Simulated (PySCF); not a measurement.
LiSe⁺: frontier orbitals

BLYP at R = 2.589 Å; Li def2-SVPD, Se def2-SVPD; no relativity (PySCF 2.14). State: ³Σ⁻ (triplet), unpaired electrons π ↑↑. Only the outer orbitals are listed, counted within each symmetry.

```tsv
spin	orbital	occ.	ε (eV)	on Li (%)	main shells (%)
α	7σ	1	-58.62	100	100 Li s
α	8σ	1	-22.86	-1	101 Se s
α	4π	1	-12.70	0	99 Se p
α	4π	1	-12.70	0	99 Se p
α	9σ	1	-12.33	3	96 Se p
α	10σ	0	-6.34	101	99 Li s
α	5π	0	-5.07	85	84 Li p, 12 Se d
α	5π	0	-5.07	85	84 Li p, 12 Se d
β	7σ	1	-58.63	100	100 Li s
β	8σ	1	-21.40	-1	101 Se s
β	9σ	1	-11.76	6	93 Se p
β	4π	0	-10.96	1	99 Se p
β	4π	0	-10.96	1	99 Se p
β	10σ	0	-6.29	103	100 Li s
```

Question: Which are the highest filled and the lowest empty level, where do they sit, and how wide is the gap?

Answer: Highest filled β 9σ at -11.76 eV (in %: 93 Se p); lowest empty β 4π at -10.96 eV (in %: 99 Se p); the gap at BLYP is 0.80 eV.

| Property | Result |
| --- | --- |
| bond order (Mayer) | 0.13 |
| ⟨S²⟩ | 2.002 |
| charge on Li (Mulliken, basis-dependent) | 0.93 |
| charge on Li (Löwdin, basis-dependent) | 0.70 |
| dipole moment (positive dipole points towards Se; it is taken about the centre of mass and depends on that origin) | -8.73 D |

Shares are Mulliken populations and can fall outside 0 to 100 %.

Spin–orbit coupling is left out. The state was picked by a PBE0 search and need not be the measured ground state.
